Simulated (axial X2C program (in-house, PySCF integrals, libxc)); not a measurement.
# Which molecule has these constants?

All values come from calculations with an in-house relativistic program for diatomic molecules, spin-free (one-electron X2C) or two-component (2c: spin–orbit coupling with atomic mean-field Coulomb and Gaunt terms, which also bring small scalar terms), in Dyall basis sets with cores contracted in-house; open shells are unrestricted.

A two-component PBE0 calculation in a Dyall 3-zeta basis gave Re = 2.552 Å, ωe = 230.0 cm⁻¹, De = 1.57 eV, Ω = 0.

Which molecule is it?
A. SeI⁻
B. IO⁻
C. TeI⁻

A. The others have TeI⁻ 2.787 Å and 172.6 cm⁻¹ (Ω = 0); IO⁻ 1.921 Å and 622.4 cm⁻¹ (Ω = 0).

Each entry is the lowest single determinant of a limited PBE0 search at one distance. De goes to single-determinant-based atoms at the same level (for ions the charge split of lowest energy) and is withheld (n/a) where an atom does not fit its ground term or J level. Main or longest-lived isotopes. Some light 2c atoms are not at their ground J level, so De misses part of their lowering (0.04 eV or less). The functionals have no current term, which raises determinants with orbital currents.
